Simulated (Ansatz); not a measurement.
`S[S][GeH3]` → `SS` + `[GeH2]` at 298.15 K and 1 bar (germylene loss).

Calculated with Ansatz (gas phase, PBE0-D4/def2-TZVP geometries, no zero-point term in ΔE). CCSD(T)/CBS is the MP2 limit (def2-TZVPP, def2-QZVPP) plus CCSD(T) − MP2 in def2-TZVPP, frozen cores. This one scheme is used for every species. For Ge outer-core shells are correlated without core-valence functions, which leaves a few kJ/mol of doubt a bond. Scalar relativity is left out up to krypton. One conformer a species, not always the lowest.

```tsv
species	CCSD(T)/CBS energy (Eh)	H − E (kJ/mol)	S (J/(mol·K))
`S[S][GeH3]`	-2874.07545	108.4	328.4
`SS`	-796.74576	60.1	251.3
`[GeH2]`	-2077.24753	38.7	220.4
```

H − E and S are ideal-gas, rigid-rotor, harmonic terms from PBE0-D4/def2-TZVP, for one conformer and one mirror image of each species. 1 Eh = 2625.50 kJ/mol, R = 8.31446 J/(mol·K).

Question: By hand: ΔE, ΔH, ΔS and ΔG.

Answer: ΔE = (-796.74576) + (-2077.24753) − (-2874.07545) = 0.08216 Eh = 215.7 kJ/mol. Δ(H − E) = 60.1 + 38.7 − 108.4 = -9.6, so ΔH = 206.1 kJ/mol. ΔS = 251.3 + 220.4 − 328.4 = 143.3 J/(mol·K). ΔG = 206.1 − 298.15 × (143.3)/1000 = 163.4 kJ/mol.

Question: By hand: the equilibrium constant, and the temperature at which ΔG would vanish if ΔH and ΔS stayed fixed.

Answer: log₁₀ K = −ΔG/(RT ln 10) = -28.6. ΔG = 0 at ΔH/ΔS = 1438 K.

The number of gas molecules changes by +1, which sets the sign of ΔS. A doubt of 5 kJ/mol in ΔE shifts log₁₀ K by 0.9 here. Other conformers and mirror images would add mixing entropy, several J/(mol·K) or more a flexible species. These are equilibria of isolated gas molecules and say nothing of rates. Largest T1 diagnostic: 0.012 (customary marks: 0.02 for closed shells, 0.045 for open ones).
